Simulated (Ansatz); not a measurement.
Species: trichloro(hydroxy)silane, sum formula HSiOCl3 (charge 0, singlet). 
Coordinates optimised at B3LYP-D3(BJ)/def2-TZVP (Ansatz, a quantum-chemistry and plane-wave program):
```
Si
O 1 1.6207
H 2 0.9619 1 118.91
Cl 1 2.0271 2 106.66 3 180.00
Cl 1 2.0423 2 111.21 3 60.11
Cl 1 2.0423 2 111.21 3 -60.11
```

Wanted: atomisation energy (electronic, to ground-state atoms), in kcal/mol. Correlated levels leave the core frozen unless marked. UHF or UKS for open shells. Spin-orbit coupling is left out. No relativistic terms. The coupled-cluster limit lacks core correlation, which all-electron functionals hold. CBS marks a two-point X^-3 extrapolation of the correlation energy; Hartree-Fock from the larger set.

```csv
level,program,atomisation energy (kcal/mol)
BLYP-D4/def2-TZVPD,Ansatz + dftd4,502.1
BLYP/def2-TZVPD,Ansatz,489.9
revPBE-D3(BJ)/def2-TZVPD,Ansatz + dftd3,503.1
PBE0/6-31G*,Ansatz,486.4
PBE0/def2-QZVPP,Ansatz,507.9
MP2/cc-pV(T+d)Z,Ansatz,520.0
"MP2/CBS(cc-pV(T+d)Z,cc-pV(Q+d)Z)",Ansatz,542.8
RI-MP2/aug-cc-pV(T+d)Z,Ansatz,524.8
CCSD/6-31G,Ansatz,322.8
"CCSD(T)/CBS(cc-pV(T+d)Z,cc-pV(Q+d)Z)",Ansatz,519.2
```
